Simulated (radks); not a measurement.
Values are calculated unless marked as measured or tabulated.
Initial-state core-level shifts of the bismuth ion Bi2+ when its valence configuration changes from [Hg] 6p1. Level of theory: scalar-relativistic Kohn-Sham, LDA (Slater exchange, Perdew-Wang correlation), spin-polarised, spherical densities, point nucleus; open shells are filled with parallel spins first (spin-orbit coupling, left out, can overturn this in heavy ions) (a radial shooting solver on a logarithmic mesh with Libxc functionals). Shifts are changes of the shell-averaged eigenvalues in eV (positive: less bound).

valence                          1s       3p       3d       4p
[Xe] 4f14 5d10 6p3           -3.444   -3.420   -3.414   -3.430
[Xe] 4f14 5d9.5 6s2 6p1.5    -3.311   -3.351   -3.368   -3.293
[Xe] 4f14 5d10 6s1.5 6p1.5   -0.862   -0.856   -0.855   -0.859
[Xe] 4f14 5d8 6s2 6p3       -13.284  -13.450  -13.524  -13.181
[Xe] 4f13 5d10 6s2 6p2      -21.787  -25.540  -25.400  -21.372
[Xe] 4f13.5 5d10 6s2 6p1.5  -10.801  -12.658  -12.587  -10.627
[Xe] 4f14 5d9 6s2 6p2        -6.628   -6.708   -6.742   -6.586
[Xe] 4f14 5d10 6s1 6p2       -1.672   -1.662   -1.659   -1.669
[Xe] 4f14 5d9.5 6s1.5 6p2    -4.136   -4.172   -4.187   -4.117
